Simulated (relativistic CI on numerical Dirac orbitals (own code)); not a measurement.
## Se30+: sensitivity of the levels to the model

Base calculation: Dirac-Coulomb-Breit CI, separate exchange-only KLI orbitals for each configuration, model QED (radiative potential, 1s self-energy scaled to tabulated hydrogen-like ionisation energies), unscaled Slater integrals.

Configurations in the expansion (outside the closed core 1s2): 2s2, 2s.2p, 2p2, 2p.3s, 2p.3p, 2s.3s, 2s.3p, 2s.3d, 2s.4s, 2s.4p, 2s.4d, 2s.4f, 2s.5s, 3s2, 2s.5p, 2s.5d, 2s.5f, 2s.5g, 3s.3p, 3p2. Levels of other configurations are missing.

The lowest level and the first level of each name with at least 55 % of one term (blank where a level has no safe partner in the second run):

```tsv
Level	Base (eV)	Shift (eV)
2s2 1S_0	0.00	0.00
2s.2p 3P°_0	58.72	-1.39
2s.2p 3P°_1	67.76	-0.91
2s.2p 3P°_2	107.91	+0.29
2s.2p 1P°_1	152.28	-0.04
2p2 3P_0	166.62	-2.56
2p2 3P_1	202.45	-1.41
2p2 1S_0	292.86	-0.79
2s.3s 3S_1	1979.59	+1.09
2s.3s 1S_0	1991.45	+0.98
2s.3p 3P°_0	2008.66	+0.56
2s.3p 3P°_1	2009.03	+0.75
2s.3p 1P°_1	2022.16	+1.03
2s.3p 3P°_2	2023.03	+1.08
2s.3d 3D_1	2036.80	+1.26
2s.3d 3D_2	2038.48	+1.42
2s.3d 3D_3	2041.61	+1.49
2s.3d 1D_2	2051.64	+1.31
2p.3s 3P°_0	2054.30	-0.26
2p.3s 3P°_1	2058.37	-0.06
2p.3p 3D_1	2073.08	-0.47
2p.3p 3P_0	2089.79	-0.65
```

At this charge energies of transitions that change n are usually good to better than 1 %, and those within a shell (Δn = 0) to a few per cent.

(1) One thing was changed in a second run, which moved the levels as shown. Which?
A. valence Slater integrals scaled by 0.9
B. configuration mixing switched off
C. Breit term removed
D. QED terms removed

## Answers

(1) C. Breit term removed. The Breit term mainly narrows fine-structure intervals, so removing it widens them.

LS names give the leading component of a level, which can be under half, so a name can repeat, a term be missing and a line seem to break the LS rules.
